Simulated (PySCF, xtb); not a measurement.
Al(H)2(OMe) (CH₅AlO), SMILES [O]([AlH2])C.

GFN2-xTB (xtb) at its own geometry gives an orbital gap of 4.97 eV and a dipole moment of 1.51 D.

Coordinates come from a B3LYP-D3(BJ)/def2-TZVP optimisation.

**Question.** What does PySCF with CAM-B3LYP/def2-TZVPD give? (An estimate is asked for; the answer gives what the named calculation found.)

**Answer.** gap 9.38 eV (levels -9.52 and -0.14 eV), dipole 0.96 D.
